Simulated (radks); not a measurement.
The numbers below are computed, except where a source is named.
Mean orbital radii <r> (bohr) of neutral rhenium, [Xe] 4f14 5d5 6s2, at several levels of relativity; Dirac values are averaged over j with weights 2j + 1. Spin-unpolarised spherical Kohn-Sham, PBE, point nucleus unless stated (finite: rms radius 5.3698 fm), a radial shooting solver on a logarithmic mesh with Libxc functionals. A level marked "c x" has the speed of light scaled by that factor and shares open shells by 2j + 1; other Dirac levels either fill j = l - 1/2 first or share by 2j + 1.

| shell | non-rel. | scalar-rel., finite nucleus | Dirac, c x 1.25 | Dirac, c x 1.5 | change of magnitude, last against first (%) |
|---|---|---|---|---|---|
| 3s | 0.2163 | 0.1974 | 0.2042 | 0.2080 | -3.83 |
| 3p | 0.2064 | 0.1979 | 0.2004 | 0.2023 | -2.00 |
| 3d | 0.1809 | 0.1792 | 0.1798 | 0.1801 | -0.42 |
| 4s | 0.4811 | 0.4406 | 0.4557 | 0.4637 | -3.63 |
| 4p | 0.4876 | 0.4686 | 0.4748 | 0.4787 | -1.82 |
| 4d | 0.5023 | 0.5000 | 0.5009 | 0.5013 | -0.21 |
| 5s | 1.137 | 1.036 | 1.074 | 1.094 | -3.77 |
| 4f | 0.5636 | 0.5805 | 0.5743 | 0.5709 | +1.28 |
| 5p | 1.254 | 1.208 | 1.224 | 1.233 | -1.67 |
| 5d | 1.853 | 1.932 | 1.902 | 1.886 | +1.80 |
| 6s | 3.431 | 3.072 | 3.209 | 3.280 | -4.41 |
| 6p (empty) | 4.829 | 4.757 | 4.771 | 4.790 | -0.82 |
